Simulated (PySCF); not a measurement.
PySCF input for HOP, SMILES O=P, PBE0/pcJ-2. Geometry: TPSSh-D3(BJ)/def2-TZVPD.

```python
import numpy as np
from pyscf import gto, scf, dft
from pyscf.prop.ssc import rks as ssc

mol = gto.M(
    atom='''
    P    -0.11290148   -0.47128580    0.00000000
    O     0.05486272    1.00722470    0.00000000
    H     1.25462043   -0.98851062    0.00000000
    ''',
    basis='pcJ-2',
    charge=0,
    spin=0,
    max_memory=1600,
    verbose=3,
)
mf = dft.RKS(mol, xc='pbe0')
mf.grids.level = 3
mf.conv_tol = 1e-10
mf.max_cycle = 100
mf.kernel()
j = ssc.SSC(mf)
j.with_fcsd = True
j.max_cycle_cphf = 80
j.conv_tol = 1e-7
e11 = j.kernel()
```

It prints:

```
converged SCF energy = -416.210002449789
Reduced spin-spin coupling constant K (Hz)
               #0        #1        #2
        0 P    0.00000
        1 O  -202.98874   0.00000
        2 H   -1.76776   0.75358   0.00000
Spin-spin coupling constant J (Hz)
               #0        #1        #2
        0 P    0.00000
        1 O  348.00597   0.00000
        2 H  -22.34726  -3.18859   0.00000
```

Self-consistency was reached.

Cost: roughly 23 core-seconds.
